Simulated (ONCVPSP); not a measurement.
## What one change does to a pseudopotential (Sb, ONCV)

- Element: Sb
- Generator: ONCVPSP 4.0.1
- Type: optimised norm-conserving Vanderbilt (ONCV)
- Functional: PBE
- Relativity: scalar-relativistic
- Frozen core: [Ar] 3d10
- Valence charge: 23
- Reference configuration: 4s2 4p6 4d10 5s2 5p2.5 (charge +0.5)
- Partial waves: 4s+5s: rc 1.25 bohr, ncon 3, nbas 7, qcut 9.4 1/bohr, 2 projectors; 4p+5p: rc 1.10 bohr, ncon 4, nbas 8, qcut 14.8 1/bohr, 2 projectors; 4d: rc 1.60 bohr, ncon 4, nbas 8, qcut 11 1/bohr, 2 projectors, debl 0.5 Ha
- Local potential: polynomial inside 0.90 bohr (lpopt 5, dvloc0 1 Ha)
- Core correction: Teter function, fcfact 2.5, rcfact 1.75

In the d channel the program set the typed energies aside and used -1.380, 0.250 Ha.

Change: non-relativistic. In the d channel the program set the typed energies aside and used -1.444, 0.250 Ha.

Cutoffs: the cutoffs (Ha) at which the residual kinetic energy of the hardest occupied pseudo-wave falls to 1 and 0.1 mHa per electron; they do not see the model core or the augmentation charge, which bear on the density cutoff. Errors are all-electron minus pseudo energies relative to the spin-unpolarised reference configuration.

Task: How do hardness, ghosts and transferability respond?

Result: The potential gets neither clearly harder nor softer (67 Ha and 79 Ha → 67 Ha and 79 Ha); of the 4 tests that both files solve, the error grows in 0 and shrinks in 4 by more than 15 % and 0.3 meV (median size 2.5 → 0.0 meV); neither file shows a bound ghost.

| quantity | base | changed |
| --- | --- | --- |
| cutoff, loose | 67 Ha | 67 Ha |
| cutoff, tight | 79 Ha | 79 Ha |
| loose cutoff by channel | s 33 Ha, p 67 Ha, d 40 Ha | s 34 Ha, p 67 Ha, d 40 Ha |
| bound ghosts | none | none |
| GHOST(+) flags under 300 eV | s at 238.8 eV | s at 191.6 eV |
| error for 4s2 4p6 4d10 5s2 5p3, meV [ΔE -3.26 → -3.29 eV] | +0.5 | 0.0 |
| error for 4s2 4p6 4d10 5s2 5p2, meV [ΔE 5.06 → 5.08 eV] | -0.9 | 0.0 |
| error for 4s2 4p6 4d10 5s2 5p1, meV [ΔE 21.02 → 21.04 eV] | -4.1 | 0.0 |
| error for 4s2 4p6 4d10 5s1 5p0, meV [ΔE 89.73 → 88.04 eV] | -22 | -3.8 |
| s: phases at 1.27 bohr within 0.05 rad from the reference energy up to (Ha; the scan ends near 5) | to the end of the scan | to the end of the scan |
| p: phases at 1.11 bohr within 0.05 rad from the reference energy up to (Ha; the scan ends near 5) | to the end of the scan | to the end of the scan |
| d: phases at 1.62 bohr within 0.05 rad from the reference energy up to (Ha; the scan ends near 5) | to the end of the scan | to the end of the scan |
| rms error of d²Exc/dni dnj with the model core, mHa | 2.17 | 1.99 |
